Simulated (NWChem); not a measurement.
## Basis-set dependence for Se

```
Se
```
Charge 0, spin multiplicity 3.

All runs are NWChem calculations.

Hartree-Fock energies in Ha, correlation energies in mHa.

The Hamiltonian is non-relativistic. The correlated methods keep 9 core orbitals frozen. No SCF solution was tested for a lower state. Open-shell Hartree-Fock references start from PBE0 orbitals. No row is a measurement; the coupled-cluster row has its own basis-set and correlation limits.

```json
[
 {"basis": "STO-3G", "functions": "18", "UHF": "-2373.52734", "CCSD on UHF": "0.0", "CCSD[T] on UHF": "0.0", "CCSD(T) on UHF": "0.0", "UMP2": "not run", "SCS-UMP2": "not run", "CCSD on ROHF": "not run", "CCSD[T] on ROHF": "not run", "CCSD(T) on ROHF": "not run"},
 {"basis": "def2-SVP", "functions": "32", "UHF": "-2399.52973", "CCSD on UHF": "-196.1", "CCSD[T] on UHF": "-199.7", "CCSD(T) on UHF": "-199.5", "UMP2": "-188.6", "SCS-UMP2": "-173.3", "CCSD on ROHF": "-199.8", "CCSD[T] on ROHF": "-203.5", "CCSD(T) on ROHF": "-203.3"},
 {"basis": "def2-TZVP", "functions": "48", "UHF": "-2399.82719", "CCSD on UHF": "-224.6", "CCSD[T] on UHF": "-231.3", "CCSD(T) on UHF": "-230.9", "UMP2": "-213.4", "SCS-UMP2": "-198.4", "CCSD on ROHF": "-229.4", "CCSD[T] on ROHF": "-236.5", "CCSD(T) on ROHF": "-236.2"},
 {"basis": "def2-QZVP", "functions": "75", "UHF": "-2399.87461", "CCSD on UHF": "-285.8", "CCSD[T] on UHF": "-294.1", "CCSD(T) on UHF": "-293.7", "UMP2": "-280.7", "SCS-UMP2": "-260.2", "CCSD on ROHF": "-290.9", "CCSD[T] on ROHF": "-299.6", "CCSD(T) on ROHF": "-299.3"}
]
```

From def2-TZVP to def2-QZVP the Hartree-Fock energy moves by -47.4 mHa and the CCSD on UHF correlation energy by -61.2 mHa, which is 21 % of its value in the larger set.
